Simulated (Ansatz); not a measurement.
Species: sum formula SiNH$_{2}$F$_{3}$ (charge 0, singlet). 
Geometry from a B3LYP-D3(BJ)/def2-TZVP (Ansatz, a first-principles code) optimisation:
```
Si
F 1 1.5799
F 1 1.5800 2 110.22
F 1 1.5842 2 105.79 3 113.78
N 1 1.6754 2 109.54 4 125.43
H 5 1.0060 1 122.55 2 160.13
H 5 1.0060 6 112.94 1 -163.97
```
Charge 0, spin multiplicity 1.

Basis-set convergence of Hartree-Fock and MP2 correlation energies (hartree) with Ansatz. Cores are frozen in the correlated levels unless marked. Spin-orbit coupling is left out. Non-relativistic.

```json
[
 {"basis": "cc-pV(D+d)Z", "functions": "89", "E(HF)": "-643.11725", "E(corr, MP2)": "-0.81952"},
 {"basis": "cc-pV(T+d)Z", "functions": "187", "E(HF)": "-643.28682", "E(corr, MP2)": "-1.07711"},
 {"basis": "cc-pV(Q+d)Z", "functions": "344", "E(HF)": "-643.32523", "E(corr, MP2)": "-1.17334"}
]
```

Extrapolating the two largest sets (X = 3 and 4) as X^-3: E(corr) = (64·(-1.17334) - 27·(-1.07711))/37 = -1.2436 Eh, an estimate of the basis-set limit. The largest set recovers 94.4 % of it, the smallest 65.9 %.
